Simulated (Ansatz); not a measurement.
Compare A (`CC(F)C(F)(F)F`) with its isomer B (`FCC(F)C(F)F`).

Computed with Ansatz on PBE0-D4/def2-TZVP structures; ΔE is electronic, products minus reactants. CBS: MP2 limit from def2 TZ/QZ plus the TZ coupled-cluster correction, frozen cores. Functionals use def2-TZVPP. B3LYP here is the variant with VWN-RPA as its local correlation; programs differ in this. One conformer a species, not always the lowest.

(1) Which isomer does CCSD(T)/CBS put lower? Give the gap. (Best estimate.)

(2) Give E(B) − E(A) in kcal/mol with BLYP-D4, MP2/def2-TZVPP, B3LYP, CCSD(T)/def2-TZVPP, HF/def2-TZVPP, r2SCAN-D4, PBE-D4. (Best estimate.)

(3) Does the order hold for the free energy at 298.15 K (harmonic terms from PBE0-D4)? (An estimate is asked.)

Largest T1 diagnostic: 0.011.

Answers

(1) The calculation gave: A, by 16.2 kcal/mol.

(2) The calculation gave: BLYP-D4 14.3, MP2/def2-TZVPP 17.2, B3LYP 14.8, CCSD(T)/def2-TZVPP 16.5, HF/def2-TZVPP 15.9, r2SCAN-D4 18.1, PBE-D4 16.1. None reverses the order clearly.

(3) Ansatz gave: Yes: G(B) − G(A) = +16.5 kcal/mol, for one conformer each.

Leaving LDA and LC-ωPBE aside and taking each functional with its dispersion term where it has one, the values, not all of them listed here, spread over 4.0 kcal/mol, from BLYP-D4 to r2SCAN0-D4. LDA lies +3.0 kcal/mol from PBE without D4. At CCSD(T), def2-SVP lies +3.2 kcal/mol from the extrapolated value and def2-TZVPP +0.3 kcal/mol.
